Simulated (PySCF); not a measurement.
This PySCF input asks for the NMR shieldings of `[GaH2-]([CH3])[S@+](C)CF`, C₃H₁₀FGaS; the geometry comes from GFN2-xTB.

```python
import basis_set_exchange as bse
import numpy as np
from pyscf import gto, dft
from pyscf.prop import nmr

atoms = """
C     2.637424    0.132401   -0.357755
Ga    0.852629    1.049293   -0.565099
S    -0.478524   -0.485475    1.087426
C    -1.044977   -1.662343   -0.170607
C    -1.852951    0.689633    1.033316
F    -1.816932    1.391201   -0.139216
H     2.988868    0.163012    0.680854
H     2.609545   -0.923190   -0.656096
H     3.418554    0.602279   -0.962068
H     0.027421    0.786352   -1.867009
H     0.597711    2.397327    0.177390
H    -0.278814   -2.428833   -0.242109
H    -1.983068   -2.103669    0.152835
H    -1.151343   -1.153288   -1.128005
H    -2.807967    0.160365    1.086088
H    -1.725176    1.393879    1.858643
"""
names = dict.fromkeys(["C", "Ga", "S", "F", "H"], "pcSseg-1")
basis = {el: gto.basis.parse(bse.get_basis(n, elements=[el], fmt="nwchem")) for el, n in names.items()}
mol = gto.M(atom=atoms, basis=basis, charge=0, verbose=0)
mf = dft.RKS(mol, xc="PBE0")
mf.grids.level = 2
mf.grids.alignment = dft.numint.BLKSIZE   # the property module wants whole blocks of grid points
mf.conv_tol = 1e-9
mf.kernel()

calc = nmr.RKS(mf)   # GIAO
C = mf.mo_coeff
Co = C[:, mf.mo_occ > 0]
resp = mf.gen_response(singlet=True, hermi=2)
def vind(x):   # induced exchange potential for any number of trial vectors
    d = np.einsum("pi,xij,qj->xpq", C, 2 * x.reshape(-1, C.shape[1], Co.shape[1]), Co, optimize=True)
    return np.einsum("xpq,pi,qj->xij", resp(d - d.transpose(0, 2, 1)), C, Co, optimize=True).ravel()
mo1, _ = nmr.rhf.solve_mo1(calc, with_cphf=vind)
sigma = calc.kernel(mo1)
for i, s in enumerate(sigma):   # ppm
    print("%2d %-2s %9.2f" % (i, mol.atom_pure_symbol(i), np.trace(s) / 3))
```

Task: What does it print?

Result: 
```
 0 C     192.82
 1 Ga   1368.16
 2 S     501.40
 3 C     161.29
 4 C      95.22
 5 F     381.80
 6 H      31.57
 7 H      31.67
 8 H      31.88
 9 H      26.74
10 H      26.53
11 H      29.22
12 H      29.42
13 H      28.43
14 H      26.32
15 H      26.13
```

These numbers come from an equivalent density-fitted implementation of the same equations, which agrees with the script to about 0.01 ppm for H and up to a few tenths of a ppm for heavy atoms, so last digits may differ.

Relativistic effects, spin–orbit coupling among them, are left out; they matter for Ga and for the light atoms bonded to it.

Size and cost of the density-fitted run: 183 basis functions, 47 s wall time on 1 thread of an Arm Neoverse N1, shared host.
